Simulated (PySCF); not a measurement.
C₂Si, SMILES [C][C][Si] (connectivity only; charge and spin as stated), neutral, multiplicity 1.

The structure is a stationary point at PBE-D3(BJ)/def2-TZVP. The geometry has at least one imaginary mode, so it is a saddle point at that level.

Method: PBE-D3(BJ)/def2-TZVP (PySCF).

Frequencies are harmonic and unscaled.

Modes within 1.5 cm⁻¹ of each other (mostly degenerate sets) share a row, with their intensities summed.

| mode | ν (cm⁻¹) | IR (km/mol) | moving atoms (share of kinetic energy) |
|---|---|---|---|
| 1–2 | 81i | 6.3 | C 94 % |
| 3 | 766 | 33.9 | C 55 %, Si 45 % |
| 4 | 1861 | 591.1 | C 98 % |
